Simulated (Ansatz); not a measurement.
System: C₃H₁₃NSi₂, charge 0, multiplicity 1. SMILES: CC(C)N([SiH3])[SiH3]
Structure (B3LYP-D3(BJ)/def2-TZVP (Ansatz, a quantum-chemistry and plane-wave program) minimum search):
```xyz
19

C      1.5444     0.2405     1.5845
C      1.1809    -0.1541     0.1561
C      1.8952     0.7178    -0.8751
N     -0.2911    -0.1524    -0.0620
Si    -0.9030    -1.5482    -0.8789
Si    -1.2691     1.1743     0.4713
H      2.6205     0.1501     1.7409
H      1.2699     1.2783     1.7905
H      1.0335    -0.3967     2.3067
H      1.5249    -1.1855     0.0131
H      1.6074     1.7644    -0.7620
H      2.9784     0.6488    -0.7553
H      1.6403     0.4028    -1.8874
H     -2.3681    -1.4189    -1.0266
H     -0.2823    -1.7057    -2.2201
H     -0.5855    -2.7824    -0.1150
H     -0.6507     2.4739     0.1101
H     -2.5859     1.0550    -0.1893
H     -1.4783     1.1918     1.9412
```
Charge 0, spin multiplicity 1.

Property: atomisation energy (electronic, to ground-state atoms); the coupled-cluster value holds the core correlation from cc-pwCVTZ, in kcal/mol. Correlated levels leave the core frozen unless marked. UHF or UKS for open shells. Spin-orbit coupling is left out. Non-relativistic. Basis-set limits of correlation are two-point, X^-3; Hartree-Fock from the larger set. [CCSD(T)-MP2]/basis is that difference in the basis named.

Level to compare with: RI-MP2/CBS(aug-cc-pV(T+d)Z,aug-cc-pV(Q+d)Z)+[CCSD(T)-MP2]/aug-cc-pV(T+d)Z plus the core term (Ansatz), 1624.7 kcal/mol. It is a level with limits of its own, and the differences hold the functionals' basis error too.

**Question.** Rank these functionals by how close they come to RI-MP2/CBS(aug-cc-pV(T+d)Z,aug-cc-pV(Q+d)Z)+[CCSD(T)-MP2]/aug-cc-pV(T+d)Z, closest first: SVWN5/def2-TZVPD (Ansatz); wB97X/def2-TZVPD (Ansatz); BHLYP/def2-TZVPD (Ansatz); revPBE/def2-TZVPD (Ansatz).

**Answer.** wB97X/def2-TZVPD (range-separated hybrid, 1617.6 kcal/mol, difference -7.1), BHLYP/def2-TZVPD (global hybrid, 1578.2 kcal/mol, difference -46.5), revPBE/def2-TZVPD (GGA, 1563.2 kcal/mol, difference -61.5), SVWN5/def2-TZVPD (LDA, 1812.1 kcal/mol, difference 187.4)
